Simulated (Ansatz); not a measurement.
Mulliken charges of `[Br][SnH]([Br])[Br]` from ωB97M-V/def2-TZVPP in Ansatz (PBE0-D4/def2-TZVP geometry).

```json
{"atom": "Br1", "x (Å)": "-1.502", "y (Å)": "0.519", "z (Å)": "1.771", "charge (e)": "-0.256"}
{"atom": "Sn2", "x (Å)": "0.136", "y (Å)": "0.119", "z (Å)": "-0.012", "charge (e)": "0.799"}
{"atom": "Br3", "x (Å)": "1.189", "y (Å)": "-2.060", "z (Å)": "0.394", "charge (e)": "-0.256"}
{"atom": "Br4", "x (Å)": "-1.072", "y (Å)": "-0.004", "z (Å)": "-2.145", "charge (e)": "-0.256"}
{"atom": "H5", "x (Å)": "1.299", "y (Å)": "1.352", "z (Å)": "-0.049", "charge (e)": "-0.031"}
```

**Question.** By hand: the dipole of these point charges (1 e Å = 4.8032 D).

**Answer.** Σ q r = (0.423, 0.449, -0.013) e Å, of length 0.617 e Å = 2.96 D.

**Question.** How does the dipole of the full density compare? (Best estimate.)

**Answer.** Ansatz gave: (0.232, 0.246, -0.007) e Å, 1.62 D; the point charges give 1.83 times that, at 0° from its direction.

Point charges leave out the atoms' own dipoles, such as those of lone pairs, and Mulliken's split depends on the basis, so the two needn't agree.
